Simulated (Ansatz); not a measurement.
Cost and result for the atomization energy of `[OH][SnH2][Cl]` (6 atoms, 5 bonds).

The species carries charge 0 and has multiplicity 1. Correlated methods include outer-core shells of Sn, which these sets cover unevenly. Sn takes the def2 core potential. Geometry: relaxed with PBE0-D4/def2-TZVP. It is one conformer, not always the lowest. Program: Ansatz. All runs use 2 threads of a server CPU on a shared host. Times are those of one run each, without the atoms' runs, and a repeat can differ threefold. Electronic energies, without spin–orbit coupling; frozen cores. CCSD(T)/CBS adds CCSD(T) − MP2 in def2-TZVPP to the MP2 limit, and its time is that of the two runs behind it. T1 = 0.013. With those shells the extrapolation isn't a true limit.

CCSD(T)/CBS is a level of theory with its own doubt, some kJ/mol a heavy atom from the limit and from the frozen cores, so smaller differences don't rank the functionals.

```json
{"level": "BLYP-D4/def2-TZVPP", "functions": "165", "wall time": "1.5 s"}
{"level": "PBE-D4/def2-TZVPP (with forces)", "functions": "165", "wall time": "1.8 s"}
{"level": "BHLYP-D4/def2-TZVPP", "functions": "165", "wall time": "2.3 s"}
{"level": "CCSD(T)/def2-SVP", "functions": "73", "wall time": "2.3 s"}
{"level": "CAM-B3LYP-D4/def2-TZVPP", "functions": "165", "wall time": "2.6 s"}
{"level": "r2SCAN-D4/def2-TZVPP (with forces)", "functions": "165", "wall time": "3.3 s"}
{"level": "B2PLYP/def2-TZVPP", "functions": "165", "wall time": "3.9 s"}
{"level": "B97M-V/def2-TZVPP", "functions": "165", "wall time": "5.5 s"}
{"level": "ωB97X-V/def2-TZVPP", "functions": "165", "wall time": "6 s"}
{"level": "ωB97M-V/def2-TZVPP (with forces)", "functions": "165", "wall time": "8 s"}
{"level": "MP2/def2-QZVPP", "functions": "299", "wall time": "11 s"}
{"level": "CCSD(T)/def2-TZVPP", "functions": "165", "wall time": "31 s"}
{"level": "CCSD(T)/CBS(def2)", "functions": "–", "wall time": "42 s"}
```

Problem. What atomization energy does each give, and how far from CCSD(T)/CBS? (Estimate.)

Solution. Ansatz gave: 
```tsv
level	atomization (kJ/mol)	difference from CCSD(T)/CBS	per bond
BLYP-D4/def2-TZVPP	1647.4	-47.1	-9.4
PBE-D4/def2-TZVPP (with forces)	1675.6	-18.9	-3.8
BHLYP-D4/def2-TZVPP	1590.8	-103.7	-20.7
CCSD(T)/def2-SVP	1512.6	-181.9	-36.4
CAM-B3LYP-D4/def2-TZVPP	1661.8	-32.7	-6.5
r2SCAN-D4/def2-TZVPP (with forces)	1667.2	-27.3	-5.4
B2PLYP/def2-TZVPP	1633.2	-61.3	-12.3
B97M-V/def2-TZVPP	1703.5	9.0	1.8
ωB97X-V/def2-TZVPP	1683.2	-11.3	-2.3
ωB97M-V/def2-TZVPP (with forces)	1669.0	-25.5	-5.1
MP2/def2-QZVPP	1682.7	-11.8	-2.4
CCSD(T)/def2-TZVPP	1629.4	-65.1	-13.0
CCSD(T)/CBS(def2)	1694.5	0.0	0.0
```

From BLYP to BHLYP (50 % exact exchange), in def2-TZVPP and without D4, the atomization energy moves by −48.7 kJ/mol: exact exchange takes away binding that semilocal exchange gives to molecules. Leaving LDA and LC-ωPBE aside and taking each functional with its dispersion term where it has one, the values spread over 112.7 kJ/mol, from BHLYP-D4 to B97M-V. LDA lies +263.9 kJ/mol from PBE without D4, its usual overbinding. The D4 term adds +18.3 kJ/mol with B3LYP and +9.5 kJ/mol with PBE0; it sums over pairs of atoms, weighted by their polarisabilities, and B3LYP, whose exchange is more repulsive, gets the larger term.

B3LYP here is the variant with VWN-RPA as its local correlation; programs differ in this.

Spin–orbit coupling would lower the free Sn atoms strongly, and the atomization energy with them, by more than many differences here. For some Ge, Se and Sn compounds the MP2-based and the directly extrapolated limit differ by 10 to 25 kJ/mol.
